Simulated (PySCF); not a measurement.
PySCF input file for NO₃, SMILES [O]N([O])[O] (connectivity only; charge and spin as stated), neutral, multiplicity 2, TDA-PBE/def2-SVPD. Coordinates come from a B3LYP-D3(BJ)/def2-TZVP optimisation.

```python
import numpy as np
from pyscf import gto, scf, dft, tdscf

mol = gto.M(
    atom='''
    N    -0.00000000   -0.00000000    0.00000000
    O     1.23047809   -0.00000000    0.00000000
    O    -0.61523904    1.06562529    0.00000000
    O    -0.61523905   -1.06562528    0.00000000
    ''',
    basis='def2-SVPD',
    charge=0,
    spin=1,
    max_memory=1600,
    verbose=4,
)
mf = dft.UKS(mol, xc='pbe').density_fit(auxbasis='def2-universal-jkfit')
mf.grids.level = 3
mf.conv_tol = 1e-9
mf.max_cycle = 100
mf.kernel()
fine, coarse = mf.grids, dft.Grids(mol).set(level=1).build(with_non0tab=True)
for _ in range(3):  # follow internal instabilities
    mf.grids = coarse
    mo, _, stable, _ = mf.stability(return_status=True, nroots=4)
    mf.grids = fine
    if stable:
        break
    mf.kernel(mf.make_rdm1(mo, mf.mo_occ))
mf.grids = dft.Grids(mol).set(level=1).build(with_non0tab=True)  # coarser grid for the response kernel
td = tdscf.TDA(mf)
td.nstates = 10
td.conv_tol = 1e-4
td.positive_eig_threshold = 1e-6
td.kernel(x0=td.get_init_guess(mf, 15))
td.analyze()
```

Output:

```
PySCF version 2.14.0

[INPUT] verbose = 4
[INPUT] num. atoms = 4
[INPUT] num. electrons = 31
[INPUT] charge = 0
[INPUT] spin (= nelec alpha-beta = 2S) = 1
[INPUT] symmetry False subgroup None
[INPUT] Mole.unit = angstrom
[INPUT] Symbol           X                Y                Z      unit          X                Y                Z       unit  Magmom
[INPUT]  1 N      0.000000000000   0.000000000000   0.000000000000 AA    0.000000000000   0.000000000000   0.000000000000 Bohr   0.0
[INPUT]  2 O      1.230478090000   0.000000000000   0.000000000000 AA    2.325266592378   0.000000000000   0.000000000000 Bohr   0.0
[INPUT]  3 O     -0.615239040000   1.065625290000   0.000000000000 AA   -1.162633286740   2.013739949510   0.000000000000 Bohr   0.0
[INPUT]  4 O     -0.615239050000  -1.065625280000   0.000000000000 AA   -1.162633305638  -2.013739930613   0.000000000000 Bohr   0.0

nuclear repulsion = 119.922271521239
number of shells = 35
number of NR pGTOs = 129
number of NR cGTOs = 89
basis = def2-SVPD
ecp = {}


******** <class 'pyscf.df.df_jk.DFUKS'> ********
method = DFUKS
initial guess = minao
damping factor = 0
level_shift factor = 0
DIIS = <class 'pyscf.scf.diis.CDIIS'>
diis_start_cycle = 1
diis_space = 8
diis_damp = 0
SCF conv_tol = 1e-09
SCF conv_tol_grad = None
SCF max_cycles = 100
direct_scf = False
number electrons alpha = 16  beta = 15
XC library pyscf.dft.libxc version 7.1.2
    S. Lehtola, C. Steigemann, M. J. T. Oliveira, and M. A. L. Marques,  SoftwareX 7, 1–5 (2018)
XC functionals = pbe
    J. P. Perdew, K. Burke, and M. Ernzerhof,  Phys. Rev. Lett. 77, 3865 (1996)
    J. P. Perdew, K. Burke, and M. Ernzerhof,  Phys. Rev. Lett. 78, 1396 (1997)
    J. P. Perdew, K. Burke, and M. Ernzerhof,  Phys. Rev. Lett. 77, 3865 (1996)
    J. P. Perdew, K. Burke, and M. Ernzerhof,  Phys. Rev. Lett. 78, 1396 (1997)
radial grids:
    Treutler-Ahlrichs [JCP 102, 346 (1995); DOI:10.1063/1.469408] (M4) radial grids

becke partition: Becke, JCP 88, 2547 (1988); DOI:10.1063/1.454033
pruning grids: <function nwchem_prune>
grids dens level: 3
symmetrized grids: False
atomic radii adjust function: <function treutler_atomic_radii_adjust>
small_rho_cutoff = 0
Set gradient conv threshold to 3.16228e-05
tot grids = 56152
init E= -280.649969844337
  alpha nocc = 16  HOMO = -0.322290135130774  LUMO = -0.0867997935846327
  beta  nocc = 15  HOMO = -0.367093239385573  LUMO = -0.322290135130774

WARN: HOMO -0.322290135130774 >= LUMO -0.322290135130774

cycle= 1 E= -279.56260090118  delta_E= 1.09  |g|=  0.8  |ddm|= 1.86
  alpha nocc = 16  HOMO = -0.270668517607696  LUMO = -0.194018426403688
  beta  nocc = 15  HOMO = -0.315107012703844  LUMO = -0.230291479453904
  HOMO = -0.270668517608  LUMO = -0.230291479454  gap/eV = 1.09872
cycle= 2 E= -278.757954145918  delta_E= 0.805  |g|= 1.75  |ddm|= 1.95
  alpha nocc = 16  HOMO = -0.31324528305266  LUMO = -0.132893567781154
  beta  nocc = 15  HOMO = -0.340199965161685  LUMO = -0.270543462956608
  HOMO = -0.313245283053  LUMO = -0.270543462957  gap/eV = 1.16198
cycle= 3 E= -279.792879261302  delta_E= -1.03  |g|= 0.0533  |ddm|= 1.36
  alpha nocc = 16  HOMO = -0.324262418871912  LUMO = -0.141967254060936
  beta  nocc = 15  HOMO = -0.349040791215017  LUMO = -0.279170717343288
  HOMO = -0.324262418872  LUMO = -0.279170717343  gap/eV = 1.22701
cycle= 4 E= -279.793702816626  delta_E= -0.000824  |g|= 0.0205  |ddm|= 0.0756
  alpha nocc = 16  HOMO = -0.318913876691675  LUMO = -0.135946663410722
  beta  nocc = 15  HOMO = -0.343709526191055  LUMO = -0.273484779838968
  HOMO = -0.318913876692  LUMO = -0.273484779839  gap/eV = 1.23619
cycle= 5 E= -279.793881992201  delta_E= -0.000179  |g|= 0.00282  |ddm|= 0.0188
  alpha nocc = 16  HOMO = -0.319680971003056  LUMO = -0.136497452327619
  beta  nocc = 15  HOMO = -0.344232356341794  LUMO = -0.274005681027594
  HOMO = -0.319680971003  LUMO = -0.274005681028  gap/eV = 1.24289
cycle= 6 E= -279.793883516067  delta_E= -1.52e-06  |g|= 0.00202  |ddm|= 0.00364
  alpha nocc = 16  HOMO = -0.319710219916604  LUMO = -0.136517124064146
  beta  nocc = 15  HOMO = -0.344176702375433  LUMO = -0.273991461858849
  HOMO = -0.319710219917  LUMO = -0.273991461859  gap/eV = 1.24407
cycle= 7 E= -279.793880705584  delta_E= 2.81e-06  |g|= 0.00328  |ddm|= 0.004
  alpha nocc = 16  HOMO = -0.319738223368928  LUMO = -0.13653367667361
  beta  nocc = 15  HOMO = -0.344262822400868  LUMO = -0.273947736377894
  HOMO = -0.319738223369  LUMO = -0.273947736378  gap/eV = 1.24602
cycle= 8 E= -279.793885299496  delta_E= -4.59e-06  |g|= 5.6e-05  |ddm|= 0.00254
  alpha nocc = 16  HOMO = -0.319733935886612  LUMO = -0.136531044734184
  beta  nocc = 15  HOMO = -0.344247698650416  LUMO = -0.273934146976399
  HOMO = -0.319733935887  LUMO = -0.273934146976  gap/eV = 1.24628
cycle= 9 E= -279.793885302734  delta_E= -3.24e-09  |g|= 1.31e-05  |ddm|= 0.000107
  alpha nocc = 16  HOMO = -0.319734400185895  LUMO = -0.136534503850387
  beta  nocc = 15  HOMO = -0.344247602786865  LUMO = -0.273935427139913
  HOMO = -0.319734400186  LUMO = -0.27393542714  gap/eV = 1.24625
cycle= 10 E= -279.79388530284  delta_E= -1.06e-10  |g|= 1.39e-06  |ddm|= 1.81e-05
  alpha nocc = 16  HOMO = -0.319734208146038  LUMO = -0.13653420253597
  beta  nocc = 15  HOMO = -0.344247445067411  LUMO = -0.273935376800914
  HOMO = -0.319734208146  LUMO = -0.273935376801  gap/eV = 1.24625
Extra cycle  E= -279.793885302834  delta_E= 6.59e-12  |g|= 4.33e-06  |ddm|= 4.29e-06
converged SCF energy = -279.793885302834  <S^2> = 0.75245399  2S+1 = 2.0024525
tot grids = 20664
uhf_internal: lowest eigs of H = [0.53401332 0.55177915 0.64549664 0.68826624]
<class 'pyscf.df.df_jk.DFUKS'> wavefunction is stable in the internal stability analysis
tot grids = 20664
Overwritten attributes  positive_eig_threshold  of <class 'pyscf.tdscf.uks.TDA'>


******** <class 'pyscf.tdscf.uks.TDA'> for <class 'pyscf.df.df_jk.DFUKS'> ********
nstates = 10
deg_eia_thresh = 1.000e-03
wfnsym = None
conv_tol = 0.0001
eigh lindep = 1e-12
eigh level_shift = 0
eigh max_cycle = 100


Excitation energies (eV)
[1.82891228 1.82894122 2.90101678 2.90103557 4.82331503 5.06107051
 5.06107977 5.78906906 5.78907853 6.72965535]

** Excitation energies and oscillator strengths **
Excited State   1:      1.82891 eV    677.91 nm  f=0.0000
      15b ->   16b     -0.99568
Excited State   2:      1.82894 eV    677.90 nm  f=0.0000
      14b ->   16b     -0.99568
Excited State   3:      2.90102 eV    427.38 nm  f=0.0152
      14a ->   17a     -0.26445
      12b ->   16b      0.82843
      13b ->   16b     -0.41647
      14b ->   17b     -0.21047
Excited State   4:      2.90104 eV    427.38 nm  f=0.0152
      15a ->   17a     -0.26445
      12b ->   16b      0.41647
      13b ->   16b      0.82843
      15b ->   17b     -0.21047
Excited State   5:      4.82332 eV    257.05 nm  f=0.0000
      16a ->   17a      0.99852
Excited State   6:      5.06107 eV    244.98 nm  f=0.0001
      14a ->   17a      0.29484
      15a ->   17a     -0.61542
      14b ->   17b     -0.26401
      15b ->   17b      0.67918
Excited State   7:      5.06108 eV    244.98 nm  f=0.0001
      14a ->   17a     -0.61542
      15a ->   17a     -0.29484
      14b ->   17b      0.67918
      15b ->   17b      0.26401
Excited State   8:      5.78907 eV    214.17 nm  f=0.0000
      13a ->   17a      0.22772
      12b ->   17b     -0.14329
      13b ->   17b     -0.96135
Excited State   9:      5.78908 eV    214.17 nm  f=0.0000
      12a ->   17a     -0.22770
      12b ->   17b      0.96135
      13b ->   17b     -0.14330
Excited State  10:      6.72966 eV    184.24 nm  f=0.0000
      13a ->   17a     -0.97083
      13b ->   17b     -0.22046

** Transition electric dipole moments (AU) **
state          X           Y           Z        Dip. S.      Osc.
  1        -0.0000     -0.0000     -0.0000      0.0000      0.0000
  2         0.0000     -0.0000     -0.0000      0.0000      0.0000
  3         0.4606      0.0368      0.0000      0.2135      0.0152
  4         0.0368     -0.4606      0.0000      0.2135      0.0152
  5        -0.0000      0.0000      0.0000      0.0000      0.0000
  6        -0.0161     -0.0248      0.0000      0.0009      0.0001
  7         0.0248     -0.0161     -0.0000      0.0009      0.0001
  8         0.0000     -0.0000      0.0000      0.0000      0.0000
  9         0.0000      0.0000     -0.0000      0.0000      0.0000
 10         0.0000      0.0000      0.0000      0.0000      0.0000

** Transition velocity dipole moments (imaginary part, AU) **
state          X           Y           Z        Dip. S.      Osc.
  1         0.0000      0.0000     -0.0000      0.0000      0.0000
  2        -0.0000     -0.0000     -0.0000      0.0000      0.0000
  3        -0.1533     -0.0122     -0.0000      0.0237      0.1479
  4        -0.0122      0.1533      0.0000      0.0237      0.1479
  5        -0.0000     -0.0000      0.0000      0.0000      0.0000
  6        -0.0009     -0.0014      0.0000      0.0000      0.0000
  7         0.0014     -0.0009     -0.0000      0.0000      0.0000
  8        -0.0000      0.0000     -0.0000      0.0000      0.0000
  9         0.0000     -0.0000      0.0000      0.0000      0.0000
 10        -0.0000     -0.0000      0.0000      0.0000      0.0000

** Transition magnetic dipole moments (imaginary part, AU) **
state          X           Y           Z
  1         0.0890      0.6664     -0.0000
  2        -0.6664      0.0890      0.0000
  3         0.0000      0.0000      0.0000
  4        -0.0000     -0.0000     -0.0000
  5         0.0000      0.0000      0.0000
  6         0.0000      0.0000      0.0000
  7         0.0000      0.0000      0.0000
  8        -0.1362     -0.5611      0.0000
  9        -0.5611      0.1362     -0.0000
 10        -0.0542     -0.9199      0.0000
```

The calculation finished and met its thresholds.

Cost: roughly 25 core-seconds.
